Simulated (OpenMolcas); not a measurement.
## Sm⁴⁺: CASPT2 settings compared

```json
{"Program": "OpenMolcas", "Basis": "ANO-RCC-VTZP [8s7p5d3f2g1h]", "Scalar Hamiltonian": "DKH2, point nucleus", "Active space": "4 electrons in 7 orbitals (4f)", "State averaging": "2S+1 = 5 even, 35 roots (30 in the spin-orbit step); 2S+1 = 3 even, 86 roots kept (CI in the orbitals of an earlier block); 2S+1 = 1 even, 17 roots kept (CI in the orbitals of an earlier block)", "Spin-orbit coupling": "RASSI with atomic mean-field integrals over the reference wave functions, term energies averaged over their components"}
```

Methods on the same reference wave functions:
A. CASSCF
B. SS-CASPT2, IPEA 0.35 Eh, sigma1 regulariser 0.25 Eh (closed shells correlated: none)
C. XMS-CASPT2, IPEA 0.75 Eh, sigma1 regulariser 0.4 Eh (closed shells correlated: 5s 5p)
D. XMS-CASPT2, IPEA 0.35 Eh, real shift 0.15 Eh (closed shells correlated: 5s 5p)

Energies in cm-1 above 4f4 5I4.

```json
{"Level": "4f4 5I4", "A": "0.0", "B": "0.0", "C": "0.0", "D": "0.0"}
{"Level": "4f4 5I5", "A": "2018", "B": "2040", "C": "2030", "D": "2030"}
{"Level": "4f4 5I6", "A": "4248", "B": "4280", "C": "4270", "D": "4270"}
{"Level": "4f4 5I7", "A": "6584", "B": "6620", "C": "6610", "D": "6610"}
{"Level": "4f4 5I8", "A": "8933", "B": "8950", "C": "8960", "D": "8960"}
{"Level": "4f4 5F1", "A": "18610", "B": "17490", "C": "16700", "D": "16620"}
{"Level": "4f4 5F2", "A": "19496", "B": "18380", "C": "17580", "D": "17510"}
{"Level": "4f4 5F3", "A": "20700", "B": "19600", "C": "18770", "D": "18710"}
{"Level": "4f4 5S2", "A": "21389", "B": "20410", "C": "20530", "D": "20070"}
{"Level": "4f4 5F4", "A": "21978", "B": "20850", "C": "20080", "D": "20000"}
{"Level": "4f4 3K6", "A": "22934", "B": "22390", "C": "23040", "D": "22830"}
{"Level": "4f4 5F5", "A": "23567", "B": "22440", "C": "21680", "D": "21600"}
{"Level": "4f4 3K7", "A": "24612", "B": "24080", "C": "24710", "D": "24490"}
{"Level": "4f4 3K8 [73 %]", "A": "26614", "B": "26090", "C": "26700", "D": "26490"}
{"Level": "4f4 5G3 [51 %]", "A": "27582", "B": "26000", "C": "25420", "D": "25200"}
{"Level": "4f4 5G2", "A": "28078", "B": "26630", "C": "25360", "D": "25220"}
```

Among B to D the level of the table that moves most is 4f4 5G2, by 1400 cm-1 (lowest in D, highest in B). Moves below CASPT2's spread within the term are not significant.

From A to B the spin-free energies of the other terms of 4f4 shown, above 5I, scale by factors of 0.93 to 0.97.

The lowest spin-free term lies below A's lowest term by 0.030 hartree in B, 0.307 hartree in C, 0.314 hartree in D.

Term energies are means over components that CASPT2 splits; among the terms shown or strongly mixed into the levels shown the widest spread is 1300 cm-1 (4f4 5I, C). High states are left out of the spin-orbit mixing, which shifts the levels that they would mix with. Terms from blocks run as CI alone lack orbitals of their own. Without dynamic correlation excited terms often stand tens of per cent too high (terms of higher spin than the ground term too low), and those without a measured partner can miss by more than the paired ones (holds for A). Levels of configurations outside the active space are missing. The table leaves out levels that lie high or whose names do not pair safely across all columns.

A share in square brackets marks a mixed level and gives the weight of the term that names it, the lowest over the columns.
